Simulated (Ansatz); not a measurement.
A nudged elastic band was laid between two geometries of C4H11NSi (17 atoms, charge 0, multiplicity 1).

All numbers below come from Ansatz, RKS BLYP-D4/def2-SVP.

```
movable images  : 5
climbing image  : yes
spring          : 5.0 eV/Å²
optimiser       : quadratic models (default)
start path      : IDPP
force threshold : 0.05 eV/Å
iteration limit : 60
end points      : relaxed
```

Initial state:

```xyz
17
Properties=species:S:1:pos:R:3
C -1.302 -1.747 -1.641
C -1.102 -0.883 -0.417
C 0.109 -0.448 0.041
N 1.327 -0.689 -0.626
Si 0.219 0.709 1.533
C 0.719 2.460 0.997
H -2.234 -2.345 -1.569
H -1.375 -1.151 -2.580
H -0.464 -2.465 -1.787
H -2.003 -0.561 0.127
H 1.302 -1.401 -1.363
H 2.141 -0.822 -0.017
H 1.273 0.175 2.472
H -1.104 0.714 2.241
H -0.063 2.906 0.350
H 1.661 2.421 0.413
H 0.876 3.129 1.868
```

Final state:

```xyz
17
Properties=species:S:1:pos:R:3
C -1.151 -1.935 -1.541
C -0.949 -1.083 -0.310
C 0.203 -0.417 -0.001
N 1.332 -0.376 -0.844
Si 0.295 0.696 1.527
C 0.345 2.526 1.027
H -1.501 -1.344 -2.419
H -0.212 -2.443 -1.857
H -1.907 -2.727 -1.368
H -1.804 -0.972 0.374
H 1.345 -1.054 -1.612
H 2.237 -0.350 -0.364
H 1.562 0.368 2.279
H -0.883 0.404 2.409
H -0.598 2.816 0.520
H 1.178 2.700 0.316
H 0.490 3.190 1.904
```

Which bonds break or form, and what moves?

No bond is made or broken. The dihedral H9–C1–C2–C3 goes from 34 to 153°. The two ends are copies of one structure, up to a mirror image or an exchange of like atoms.

What energy profile does the band end with?

The forces met the threshold. The highest image is number 3 of 0 to 6, 0.4 kcal/mol above the ends, which have the same energy within 2 meV. A vibrational analysis at the climbing image gives one clearly imaginary mode, 76i cm⁻¹: a first-order saddle point.

```json
{"image": "0", "path coordinate (Å)": "0.00", "energy (kcal/mol)": "0.0", "dihedral H9–C1–C2–C3 (°)": "34"}
{"image": "1", "path coordinate (Å)": "0.61", "energy (kcal/mol)": "0.1", "dihedral H9–C1–C2–C3 (°)": "53"}
{"image": "2", "path coordinate (Å)": "1.23", "energy (kcal/mol)": "0.3", "dihedral H9–C1–C2–C3 (°)": "74"}
{"image": "3", "path coordinate (Å)": "1.84", "energy (kcal/mol)": "0.4", "dihedral H9–C1–C2–C3 (°)": "96"}
{"image": "4", "path coordinate (Å)": "2.42", "energy (kcal/mol)": "0.4", "dihedral H9–C1–C2–C3 (°)": "115"}
{"image": "5", "path coordinate (Å)": "3.00", "energy (kcal/mol)": "0.1", "dihedral H9–C1–C2–C3 (°)": "134"}
{"image": "6", "path coordinate (Å)": "3.58", "energy (kcal/mol)": "0.0", "dihedral H9–C1–C2–C3 (°)": "153"}
```

What is the geometry of the highest image?


```xyz
17
Properties=species:S:1:pos:R:3
C -1.183 -1.875 -1.591
C -0.960 -1.055 -0.340
C 0.206 -0.431 -0.002
N 1.352 -0.407 -0.825
Si 0.289 0.666 1.536
C 0.379 2.499 1.051
H -2.220 -1.760 -1.965
H -0.504 -1.578 -2.416
H -1.034 -2.968 -1.419
H -1.812 -0.957 0.350
H 1.403 -1.141 -1.538
H 2.242 -0.326 -0.327
H 1.537 0.314 2.308
H -0.910 0.390 2.394
H -0.549 2.809 0.529
H 1.229 2.666 0.358
H 0.518 3.153 1.937
```

The run took 59 s on 2 threads of Intel(R) Xeon(R) Platinum 8488C (Sapphire Rapids), on a shared host, peak memory 0.21 GiB.
